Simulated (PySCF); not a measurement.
Compound: C6H8ClO (doublet state).
Cartesian coordinates in Å at the GFN2-xTB level; atoms count from 1:
```xyz
16
C6H8ClO angstrom
C      3.0531    0.6835    0.3583
C      2.4499   -0.4434    0.2405
Cl     3.4307   -1.9671    0.1853
O      1.1642   -0.7775    0.1480
C      0.2685    0.3209    0.1785
C     -1.1615   -0.1486    0.1408
C     -1.4893   -1.4264    0.0652
C     -2.1637    0.9641    0.1956
H      4.0223    1.0998    0.4398
H      0.4484    0.9099    1.0909
H      0.4711    0.9803   -0.6795
H     -0.7417   -2.1977    0.0265
H     -2.5179   -1.7415    0.0393
H     -3.1745    0.5681    0.1715
H     -2.0306    1.6383   -0.6500
H     -2.0365    1.5464    1.1078
```

The hyperfine couplings belong to this conformer and change with its torsions.

The species is `[H]/[C]=C(\Cl)OCC(=C)C` [radical].

Method: PySCF, UKS B3LYP, pcH-1 on C Cl H O, non-relativistic, mean-field spin-orbit, GIAO. The structure is a single GFN2-xTB conformer in the gas phase; no vibrational or solvent corrections. Couplings are sensitive to structure, and on GFN2-xTB geometries they can be far from those on DFT ones. The SCF solution wasn't tested for stability.

Principal values of hyperfine tensors in MHz (contact, dipolar and spin–orbit terms together), for some of the nuclei:

```csv
atom,isotope,A1,A2,A3
C1,13C,161.62,181.18,383.30
Cl3,35Cl,-3.84,-2.49,80.75
C2,13C,-10.25,4.48,25.31
O4,17O,-12.54,-1.79,5.42
H10,1H,-2.95,-0.73,10.47
H13,1H,1.08,1.12,2.20
C7,13C,1.20,1.24,1.87
H9,1H,-30.97,-5.72,40.98
```

Problem. Split each tensor into its isotropic and traceless parts, and turn a_iso into mT with g = 2.0018.

Solution. a_iso = (A1 + A2 + A3)/3, Ti = Ai − a_iso; 1 mT corresponds to 28.017 MHz. The tensors hold a spin–orbit part: the run splits a_iso into a_FC + a_SO, and T includes its anisotropic share.

```csv
atom,a_iso (MHz),a_FC,a_SO,a_iso (mT),T1,T2,T3
C1,242.04,242.55,-0.52,8.639,-80.41,-60.85,141.26
Cl3,24.81,23.78,1.03,0.885,-28.65,-27.30,55.95
C2,6.51,6.51,0.01,0.232,-16.76,-2.04,18.79
O4,-2.97,-3.01,0.05,-0.106,-9.57,1.18,8.39
H10,2.26,2.27,0.00,0.081,-5.22,-3.00,8.21
H13,1.47,1.47,0.00,0.052,-0.39,-0.35,0.73
C7,1.44,1.44,0.00,0.051,-0.23,-0.19,0.43
H9,1.43,1.54,-0.11,0.051,-32.40,-7.15,39.55
```

Problem. What spin density at the nucleus of C1 lies behind its contact coupling (g_N = 1.40482)?

Solution. a_FC = 800.24 MHz bohr³ × g_N × ρ(0)/(2S). With a_FC = 242.55 MHz and 2S = 1, ρ(0) = 0.2158 bohr⁻³.

Problem. C5 (13C, g_N = 1.40482) isn't in the table. Its spin density at the nucleus is 0.007248 bohr⁻³. What is its contact coupling?

Solution. By the same relation, a_FC = 8.15 MHz. Its full tensor has the principal values 6.80, 7.21, 10.46 MHz.

Problem. Which nucleus of the table has the largest anisotropic coupling, and what is its form?

Solution. C1: -80.4, -60.9, 141.3 MHz (the dipolar term alone has -79.6, -61.1, 140.8), rhombic: the two smaller values differ by 14 % of the largest.

Problem. In a single crystal, with the field along each principal axis of the tensor of C1 in turn, what first-order splitting does this nucleus give (isotropic g, quadrupole terms neglected)?

Solution. 2 lines (I = 1/2), spaced by |A_i|/(g × 13.996): 5.77, 6.47, 13.68 mT along the axes of A1, A2 and A3.
